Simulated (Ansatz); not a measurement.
`C[SiH2]SS` → `SC[SiH2]S`  (isomerisation)

Calculated with Ansatz (gas phase, PBE0-D4/def2-TZVP geometries, no zero-point term in ΔE). CCSD(T)/CBS adds triple-zeta CCSD(T) − MP2 to the extrapolated MP2 energy (def2 sets, frozen cores). Each species was taken in one conformer, which may not be the lowest.

| species | HF/def2-QZVPP energy (Eh) |
| --- | --- |
| `C[SiH2]SS` | -1125.47804 |
| `SC[SiH2]S` | -1125.47181 |

Work out ΔE.

ΔE = (-1125.47181) − (-1125.47804) = 0.00623 Eh = +3.9 kcal/mol. CCSD(T)/CBS gives +3.7 kcal/mol.

Largest T1 diagnostic among the species: 0.011.

From PBE to PBE0 (25 % exact exchange), in def2-TZVPP and without D4, ΔE moves by −0.7 kcal/mol. In def2-TZVPP, CCSD(T) changes the Hartree–Fock value by −1.0 kcal/mol (the triples alone add +0.1 kcal/mol) and MP2 by −1.0 kcal/mol. At CCSD(T), def2-SVP lies −4.0 kcal/mol from the extrapolated value and def2-TZVPP −0.9 kcal/mol.
